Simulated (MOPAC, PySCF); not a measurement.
CH4OSi, SMILES `O=C[SiH3]`, neutral singlet in the gas phase. 

Z-matrix (Å, degrees):
```
Si
H 1 1.4796
H 1 1.4863 2 111.29
H 1 1.4863 2 111.28 3 -120.91
C 1 1.9293 2 109.65 4 -119.52
O 5 1.2090 1 123.20 2 0.24
H 5 1.1213 6 119.26 1 -179.98
```
Charge 0, multiplicity 1.

All levels are single points at this geometry (r2SCAN-D4/def2-TZVP); Pople sets use spherical d functions. Orbital energies aren't observables, and empty levels follow the basis.

B3LYP/3-21G in PySCF gives gap (eV) = 5.17.

Task: Estimate the gap (eV) from each of these levels: PBE-D3(BJ)/def2-TZVP in PySCF; r2SCAN-D4/def2-TZVP in PySCF; B3LYP/6-311+G** in PySCF; HF/6-31G* in PySCF; PM3 in MOPAC.

Result: 
```
level                          gap (eV)
-----------------------------  --------
PBE-D3(BJ)/def2-TZVP in PySCF      2.85
r2SCAN-D4/def2-TZVP in PySCF       3.31
B3LYP/6-311+G** in PySCF           5.03
HF/6-31G* in PySCF                13.66
PM3 in MOPAC                       9.66
```
